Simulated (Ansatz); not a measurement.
Cartesian coordinates in Å:
```
S 1.9424 0.6424 -0.9594
C 0.4942 0.7718 -0.2824
Sb -0.3531 -0.6480 1.1043
H -0.1069 1.6705 -0.4457
H -1.9405 -0.4602 0.4948
H -0.0362 -1.9765 0.0884
```

Charge 0, multiplicity 1. Sb: def2 effective core potential.

(1) List the PBE/def2-TZVPP orbital energies in eV (Ansatz). (Estimate.)

## Answers

(1) Computed: Occupied: -2395.77, -270.93, -208.70, -154.86, -154.80, -154.57, -149.81, -102.71, -102.70, -102.57, -33.09, -33.08, -32.97, -32.97, -32.90, -19.80, -15.26, -13.50, -10.26, -8.99, -8.51, -8.21, -6.71, -5.17. Lowest empty: -3.48, -1.41, -0.97, 0.10, 1.27, 1.92, 2.49, 2.64.
